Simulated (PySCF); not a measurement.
**A small calculation by hand: entropy of an ideal gas**

HSe, SMILES [SeH] (connectivity only; charge and spin as stated), charge -1, multiplicity 1.

Coordinates come from a PBE0-D3(BJ)/def2-TZVPD optimisation. The spin state was assumed, not searched.

PBE0-D3(BJ)/def2-TZVPD (PySCF) gives the harmonic wavenumbers 2394 cm⁻¹ and the rotational temperature 11.2256 K. The molar mass is 79.98 g/mol, the symmetry number 1, the spin multiplicity 1.

### Question
Work out the entropy at 298.15 K and 1 atm in the rigid-rotor, harmonic-oscillator model.

### Answer

Translation (Sackur–Tetrode at 1 atm): S = R[1.5 ln M + 2.5 ln T − 1.16487] = 163.4 J/(mol K).
Rotation: q = T/(σ θ) = 26.6, S = R[ln q + 1] = 35.6 J/(mol K).
Vibration: with u = 1.4388 ν/T, each mode gives R[u/(e^u − 1) − ln(1 − e^−u)]; all modes are too stiff to count. Sum 0.0 J/(mol K).
Spin: R ln 1 = 0.0 J/(mol K).
Total 199.0 J/(mol K); the program's own thermochemistry gives 199.0. Translation makes up 82 % and vibration 0 %. Anharmonicity, hindered rotation and orbital degeneracy are left out.
